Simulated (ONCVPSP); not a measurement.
**What one change does to a pseudopotential (Gd, ONCV)**

```
Element                 : gadolinium (Gd)
Generator               : ONCVPSP 4.0.1
Type                    : optimised norm-conserving Vanderbilt (ONCV)
Functional              : PBEsol
Relativity              : fully relativistic
Frozen core             : [Kr] 4d10
Valence charge          : 18
Reference configuration : 4f7 5s2 5p6 5d1 6s1.5 6p0.5
Partial waves           : 5s+6s: rc 1.80 bohr, ncon 4, nbas 8, qcut 6.7 1/bohr, 2 projectors; 5p+6p: rc 2.65 bohr, ncon 4, nbas 8, qcut 5.1 1/bohr, 2 projectors; 5d: rc 2.50 bohr, ncon 5, nbas 10, qcut 4.4 1/bohr, 3 projectors, debl 1 Ha; 4f: rc 1.10 bohr, ncon 4, nbas 9, qcut 16.9 1/bohr, 1 projector
Local potential         : polynomial inside 0.90 bohr (lpopt 5, dvloc0 0 Ha)
Core correction         : polynomial model core, fcfact 0.7
```

Open shells are filled in proportion to 2j + 1.

All-electron outer shells of the reference configuration (PBEsol, scalar-relativistic, ld1.x):

```
shell  level (eV)  outermost node (bohr)  outermost maximum (bohr)
   4p     -276.75                   0.29                      0.54
   4d     -148.26                   0.27                      0.56
   5s      -50.44                   0.65                      1.20
   5p      -27.94                   0.70                      1.35
   4f       -9.40                      –                      0.56
   6s       -4.53                   1.60                      3.37
   5d       -3.08                   0.79                      1.95
   6p       -1.63                   1.92                      4.50
```

Change: s: qcut 5.5; p: qcut 4.2; d: qcut 3.6; f: qcut 14.

Cutoffs: the cutoffs (Ha) at which the residual kinetic energy of the hardest occupied pseudo-wave falls to 1 and 0.1 mHa per electron; they do not see the model core or the augmentation charge, which bear on the density cutoff. Errors are all-electron minus pseudo energies relative to the spin-unpolarised reference configuration.

**Question.** What does the change do?

**Answer.** The potential gets neither clearly harder nor softer (114 Ha and 125 Ha → 91 Ha and 158 Ha); the bound ghosts move from p, s to d, p, s; the lowest positive-energy flag moves from d3/2 at 240.6 eV to p1/2 at 20.6 eV; the number of tests with a reliable result goes from 3 to 0; the range in which the p1/2 phases agree narrows (upper end 4.0 → 0.7).

```tsv
quantity	base	changed
cutoff, loose	114 Ha	91 Ha
cutoff, tight	125 Ha	158 Ha
loose cutoff by channel	s 16 Ha, p 8.1 Ha, d 8.0 Ha, f 114 Ha	s 13 Ha, p 7.1 Ha, d 11 Ha, f 91 Ha
bound ghosts	s, p3/2, p1/2	s, p3/2, d3/2
GHOST(+) flags under 300 eV	d3/2 at 240.6 eV	p1/2 at 20.6 eV, d5/2 at 126.1 eV
tests counted as reliable (solved cleanly; for ONCVPSP, near-neutral configurations with less than one 5d electron left out)	3 of 4	0 of 4
s: phases at 1.83 bohr within 0.05 rad from the reference energy up to (Ha; the scan ends near 5)	to the end of the scan	to the end of the scan
p3/2: phases at 2.69 bohr within 0.05 rad from the reference energy up to (Ha; the scan ends near 5)	4.1	4.0
p1/2: phases at 2.69 bohr within 0.05 rad from the reference energy up to (Ha; the scan ends near 5)	4.0	0.7
d5/2: phases at 2.55 bohr within 0.05 rad from the reference energy up to (Ha; the scan ends near 5)	to the end of the scan	4.6
d3/2: phases at 2.55 bohr within 0.05 rad from the reference energy up to (Ha; the scan ends near 5)	to the end of the scan	to the end of the scan
f7/2: phases at 1.11 bohr within 0.05 rad from the reference energy up to (Ha; the scan ends near 5)	3.1	2.7
f5/2: phases at 1.11 bohr within 0.05 rad from the reference energy up to (Ha; the scan ends near 5)	3.0	2.6
rms error of d²Exc/dni dnj with the model core, mHa	2.37	2.30
```

 A true bound ghost makes a file unfit for plane-wave use even where its test errors are small: the radial tests pick states by their node count and pass the ghost by.
